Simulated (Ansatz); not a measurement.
`BCOC` + `BCl` → `BBCl` + `COC` at 700 K and 1 bar (formal exchange of groups at a B–C bond).

Gas-phase electronic energies from Ansatz, PBE0-D4/def2-TZVP geometries. CCSD(T)/CBS is the MP2 limit (def2-TZVPP, def2-QZVPP) plus CCSD(T) − MP2 in def2-TZVPP, frozen cores. This one scheme is used for every species. One conformer a species, not always the lowest.

| species | CCSD(T)/CBS energy (Eh) | H − E (kJ/mol) | S (J/(mol·K)) |
| --- | --- | --- | --- |
| `BCOC` | -180.23463 | 302.6 | 406.6 |
| `BCl` | -485.78909 | 86.3 | 276.7 |
| `BBCl` | -511.15624 | 134.3 | 349.6 |
| `COC` | -154.86276 | 259.9 | 338.3 |

H − E and S are ideal-gas, rigid-rotor, harmonic terms from PBE0-D4/def2-TZVP, for one conformer and one mirror image of each species. 1 Eh = 2625.50 kJ/mol, R = 8.31446 J/(mol·K).

Task: By hand: ΔE, ΔH, ΔS and ΔG.

Result: ΔE = (-511.15624) + (-154.86276) − (-180.23463) − (-485.78909) = 0.00472 Eh = 12.4 kJ/mol. Δ(H − E) = 134.3 + 259.9 − 302.6 − 86.3 = 5.3, so ΔH = 17.7 kJ/mol. ΔS = 349.6 + 338.3 − 406.6 − 276.7 = 4.6 J/(mol·K). ΔG = 17.7 − 700 × (4.6)/1000 = 14.5 kJ/mol.

Task: By hand: the equilibrium constant, and the temperature at which ΔG would vanish if ΔH and ΔS stayed fixed.

Result: log₁₀ K = −ΔG/(RT ln 10) = -1.1. ΔG = 0 at ΔH/ΔS = 3848 K, far beyond where these terms or the molecules hold.

The number of gas molecules stays the same, so ΔS is small and ΔH decides. A doubt of 5 kJ/mol in ΔE shifts log₁₀ K by 0.4 here. Other conformers and mirror images would add mixing entropy, several J/(mol·K) or more a flexible species. These are equilibria of isolated gas molecules and say nothing of rates. Largest T1 diagnostic: 0.012 (customary marks: 0.02 for closed shells, 0.045 for open ones).
